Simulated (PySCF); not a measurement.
# How the functional moves excitation energies

Compound: selenium hexafluoride, SeF6.
SMILES: `F[Se](F)(F)(F)(F)F`

Linear-response calculations in the def2-SVPD basis (PySCF; singlets by full response, triplets Tamm–Dancoff, core orbitals frozen in the response; HF means time-dependent Hartree–Fock). 'Strongest' is the level of largest summed f among the singlets computed (10 roots, of which the last may lack a degenerate partner); it can jump between rows when another state enters that window. S1 is the lowest singlet of each run and needn't be the same state throughout; f(S1) is that of one state. Geometry: PBE0-D3(BJ)/def2-SVP; no solvent, vibrations or thermal averaging. Relativistic effects, spin–orbit coupling among them, are left out although an element past zinc is present.

```csv
functional,kind,S1 (eV),f(S1),strongest (eV),T1 (eV),HOMO (eV),gap (eV),"ionisation energy, ΔSCF (eV)"
LDA,LDA,5.43,0.000,6.62,5.12,-10.87,5.26,14.53
PBE,GGA,5.56,0.000,6.73,5.22,-10.63,5.41,14.23
PBE0,"global hybrid, 25% exact exchange",6.83,0.000,8.00,6.37,-12.93,8.80,not settled
BHandHLYP,"global hybrid, 50% exact exchange",7.88,0.000,9.03,7.33,-15.24,12.19,16.44
CAM-B3LYP,range-separated hybrid,7.00,0.000,8.20,6.52,-14.52,11.40,15.82
wB97X-D,range-separated hybrid,7.04,0.000,8.22,6.58,-14.93,12.62,not settled
LC-wPBE,range-separated hybrid,7.37,0.000,8.60,6.84,-15.75,14.04,16.06
HF,Hartree–Fock,9.93,0.000,10.99,9.21,-19.00,19.36,not settled
```

Q: What does B3LYP (global hybrid, 20% exact exchange) give?

A: S1 (eV) 6.48, f(S1) 0.000, strongest (eV) 7.64, T1 (eV) 6.06, HOMO (eV) -12.59, gap (eV) 8.02, ionisation energy, ΔSCF (eV) 15.26. S1 runs from 5.43 eV (LDA) to 9.93 eV (HF), a spread of 4.50 eV, while the orbital gap spreads over 14.1 eV. Along PBE (0%), B3LYP (20%), PBE0 (25%), BHandHLYP (50%), HF (100%) S1 rises with the share of exact exchange. −ε(HOMO) comes closest to its own ΔSCF ionisation energy with LC-wPBE (-0.31 eV) and misses most with LDA (-3.66 eV). 'Not settled' means that the ion's SCF failed to converge or may have ended in another state than the lowest.
